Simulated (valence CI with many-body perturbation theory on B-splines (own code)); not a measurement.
The numbers below are computed, except where a source is named.
**Energy levels of Dy XVI**

Method: configuration interaction combined with many-body perturbation theory (CI+MBPT): five valence electrons over a frozen Dirac-Fock core [Kr] 4d10, radial functions for each j: 7 s, 7 p, 7 d, 7 f, 4 g, 2 h, with the one-electron correlation potential Σ1, the two-electron term Σ2, the three-electron term Σ3, Breit, model QED; selected CI, second order for the rest, scaled by the run's own slope (own B-spline code, finite nucleus).

No measured levels were compared; by estimate terms of the open shell hold to a few per cent of their energy, and close levels can change places; configurations with another count of f electrons can be misplaced by thousands of cm⁻¹. Among the levels kept, up to 1300 cm⁻¹ of a level comes from second order outside the variational space, and about a tenth of that is noise between levels of different J, which matters for small intervals.

Levels 91 to 135 of 206, with energies above the lowest level, 4f⁵ ⁶H°_5/2. "Leading %" is the weight of the configuration and term that name the level; weights of strongly mixed levels are sums over their largest components and can fall short. In the jj column 3d3/2^4 stands for four electrons in 3d with j = 3/2.

| No. | Configuration | Term | J | E (eV) | Leading % | Leading jj | Second component |
| --- | --- | --- | --- | --- | --- | --- | --- |
| 91 | 4f⁴5s | ⁶G | 9/2 | 7.524 | 46 | 4f5/2^2 4f7/2^2 5s (63 %) | 40 % 4f⁴5s ⁴H |
| 92 | 4f⁵ | ²N° | 21/2 | 7.547 | 54 | 4f5/2^3 4f7/2^2 (61 %) | 37 % 4f⁵ ²O° |
| 93 | 4f⁴5s | ⁴L | 13/2 | 7.651 | 58 | 4f5/2^3 4f7/2 5s (52 %) | 32 % 4f⁴5s ²K |
| 94 | 4f⁵ | ⁴I° | 11/2 | 7.695 | 71 | 4f5/2^3 4f7/2^2 (45 %) | 18 % 4f⁵ ²H° |
| 95 | 4f⁵ | ⁴F° | 7/2 | 7.720 | 86 | 4f5/2^2 4f7/2^3 (61 %) | 5 % 4f⁵ ²F° |
| 96 | 4f⁴5s | ⁴G | 5/2 | 7.724 | 25 | 4f5/2^2 4f7/2^2 5s (38 %) | 21 % 4f⁴5s ⁴F |
| 97 | 4f⁵ | ⁴I° | 15/2 | 7.757 | 74 | 4f5/2^3 4f7/2^2 (60 %) | 20 % 4f⁵ ²K° |
| 98 | 4f⁵ | ²M° | 17/2 | 7.765 | 53 | 4f5/2^2 4f7/2^3 (59 %) | 40 % 4f⁵ ²L° |
| 99 | 4f⁴5s | ⁴S | 3/2 | 7.783 | 36 | 4f5/2^3 4f7/2 5s (51 %) | 24 % 4f⁴5s ⁴P |
| 100 | 4f⁵ | ⁴I° | 13/2 | 7.879 | 64 | 4f5/2^2 4f7/2^3 (42 %) | 18 % 4f⁵ ²K° |
| 101 | 4f⁵ | ⁴F° | 3/2 | 7.893 | 78 | 4f5/2^2 4f7/2^3 (48 %) | 16 % 4f⁵ ²D° |
| 102 | 4f⁵ | ⁴F° | 5/2 | 7.906 | 82 | 4f5/2^2 4f7/2^3 (39 %) | 9 % 4f⁵ ²D° |
| 103 | 4f⁴5s | ⁶G | 13/2 | 7.928 | 87 | 4f5/2 4f7/2^3 5s (47 %) | 12 % 4f⁴5s ⁴H |
| 104 | 4f⁵ | ²P° | 1/2 | 7.934 | 41 | 4f5/2 4f7/2^4 (72 %) | 32 % 4f⁵ ⁴P° |
| 105 | 4f⁴5s | ⁴M | 15/2 | 8.032 | 42 | 4f5/2^3 4f7/2 5s (64 %) | 16 % 4f⁴5s ⁴L |
| 106 | 4f⁵ | ²H° | 9/2 | 8.078 | 37 | 4f5/2^2 4f7/2^3 (47 %) | 36 % 4f⁵ ⁴I° |
| 107 | 4f⁴5s | ⁴H | 11/2 | 8.101 | 58 | 4f5/2 4f7/2^3 5s (46 %) | 29 % 4f⁴5s ⁶G |
| 108 | 4f⁴5s | ⁴F | 7/2 | 8.105 | 41 | 4f5/2^2 4f7/2^2 5s (70 %) | 30 % 4f⁴5s ⁴G |
| 109 | 4f⁴5s | ⁴F | 9/2 | 8.213 | 29 | 4f5/2^3 4f7/2 5s (47 %) | 21 % 4f⁴5s ²G |
| 110 | 4f⁴5s | ⁴F | 7/2 | 8.231 | 34 | 4f5/2^3 4f7/2 5s (45 %) | 30 % 4f⁴5s ⁴G |
| 111 | 4f⁴5s | ⁴F | 5/2 | 8.245 | 45 | 4f5/2^2 4f7/2^2 5s (56 %) | 24 % 4f⁴5s ⁴D |
| 112 | 4f⁵ | ²F° | 7/2 | 8.315 | 48 | 4f5/2^2 4f7/2^3 (38 %) | 37 % 4f⁵ ²G° |
| 113 | 4f⁴5s | ⁴S | 3/2 | 8.386 | 44 | 4f5/2^2 4f7/2^2 5s (58 %) | 30 % 4f⁴5s ⁴D |
| 114 | 4f⁵ | ²D° | 3/2 | 8.403 | 47 | 4f5/2^2 4f7/2^3 (43 %) | 24 % 4f⁵ ²P° |
| 115 | 4f⁴5s | ⁴P | 1/2 | 8.447 | 50 | 4f5/2^2 4f7/2^2 5s (69 %) | 42 % 4f⁴5s ⁴D |
| 116 | 4f⁵ | ²G° | 7/2 | 8.455 | 44 | 4f5/2 4f7/2^4 (37 %) | 38 % 4f⁵ ²F° |
| 117 | 4f⁵ | ²I° | 11/2 | 8.485 | 38 | 4f5/2^3 4f7/2^2 (32 %) | 36 % 4f⁵ ²H° |
| 118 | 4f⁴5s | ⁴L | 15/2 | 8.507 | 55 | 4f5/2^2 4f7/2^2 5s (58 %) | 15 % 4f⁴5s ²L |
| 119 | 4f⁴5s | ⁴L | 17/2 | 8.574 | 45 | 4f5/2^2 4f7/2^2 5s (70 %) | 27 % 4f⁴5s ⁴M |
| 120 | 4f⁵ | ²H° | 11/2 | 8.613 | 40 | 4f5/2^2 4f7/2^3 (47 %) | 40 % 4f⁵ ²I° |
| 121 | 4f⁵ | ²K° | 15/2 | 8.658 | 48 | 4f7/2^5 (36 %) | 36 % 4f⁵ ²L° |
| 122 | 4f⁵ | ²K° | 13/2 | 8.711 | 45 | 4f5/2^2 4f7/2^3 (54 %) | 26 % 4f⁵ ²I° |
| 123 | 4f⁵ | ²M° | 19/2 | 8.714 | 75 | 4f5/2 4f7/2^4 (71 %) | 18 % 4f⁵ ²N° |
| 124 | 4f⁴5s | ²K | 13/2 | 8.717 | 43 | 4f5/2 4f7/2^3 5s (52 %) | 21 % 4f⁴5s ⁴L |
| 125 | 4f⁴5s | ⁴L | 19/2 | 8.718 | 67 | 4f5/2^2 4f7/2^2 5s (77 %) | 30 % 4f⁴5s ⁴M |
| 126 | 4f⁴5s | ⁴D | 7/2 | 8.722 | 49 | 4f5/2^2 4f7/2^2 5s (57 %) | 15 % 4f⁴5s ⁴F |
| 127 | 4f⁴5s | ⁴F | 9/2 | 8.758 | 54 | 4f5/2 4f7/2^3 5s (54 %) | 22 % 4f⁴5s ⁴G |
| 128 | 4f⁴5s | ⁴H | 13/2 | 8.780 | 63 | 4f5/2 4f7/2^3 5s (53 %) | 14 % 4f⁴5s ²K |
| 129 | 4f⁵ | ²O° | 23/2 | 8.834 | 100 | 4f5/2^2 4f7/2^3 (100 %) |  |
| 130 | 4f⁴5s | ⁴G | 5/2 | 8.839 | 74 | 4f5/2^3 4f7/2 5s (52 %) | 12 % 4f⁴5s ²F |
| 131 | 4f⁵ | ²D° | 5/2 | 8.910 | 39 | 4f5/2 4f7/2^4 (28 %) | 35 % 4f⁵ ²F° |
| 132 | 4f⁴5s | ⁴P | 3/2 | 8.959 | 39 | 4f5/2^2 4f7/2^2 5s (75 %) | 29 % 4f⁴5s ⁴F |
| 133 | 4f⁴5s | ⁴M | 17/2 | 8.960 | 41 | 4f5/2^2 4f7/2^2 5s (71 %) | 27 % 4f⁴5s ²L |
| 134 | 4f⁴5s | ²D | 5/2 | 9.061 | 36 | 4f5/2^3 4f7/2 5s (41 %) | 24 % 4f⁴5s ⁴P |
| 135 | 4f⁴5s | ⁴F | 9/2 | 9.062 | 45 | 4f5/2^2 4f7/2^2 5s (68 %) | 25 % 4f⁴5s ²H |

Names give the largest LS component (configuration and term), which can be under half, so a name can repeat, a term be missing and a line seem to break the LS rules; names also repeat where a configuration has a term twice.

Where two levels of one J and parity lie close, their mixing, g and order are uncertain.
